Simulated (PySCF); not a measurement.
These 2 structures share the formula H6OSeSi2. Level of theory: PBE0-D3(BJ)/def2-SVP geometry optimisation, gas phase in PySCF. Energies are electronic, without zero-point or thermal terms, for one conformer each. No frequencies were run at this level. Point groups hold within 0.08 Å.

Problem. Order them by energy at this level, lowest first, and give relative energies in kJ/mol.
A. `[SiH3:1][O:2][SiH2:3][SeH:4]` with Si1–O2–Si3–Se4 27°, O2–Si3–Se4–H 68°
B. `[OH:1][SiH2:2][Se:3][SiH3:4]` with H–O1–Si2–Se3 -53°, O1–Si2–Se3–Si4 97°

Solution. A (0.0), B (28.5).

As drawn, the higher has an O–H bond, which the lower lacks.

```tsv
SMILES	E (Eh)	E rel (kJ/mol)	dipole (D)	point group	A, B, C (MHz)
[SiH3]O[SiH2][SeH]	-3058.32253	0.0	0.58	C1	5010, 1184, 990.3
O[SiH2][Se][SiH3]	-3058.31169	28.5	1.70	C1	3845, 1648, 1313
```

Problem. As an exercise, what shares would exp(−E/RT) give at 2000 K from these electronic energies alone (no entropy, no degeneracies)?

Solution. RT = 16.629 kJ/mol: [SiH3]O[SiH2][SeH] 84.7 %, O[SiH2][Se][SiH3] 15.3 %.
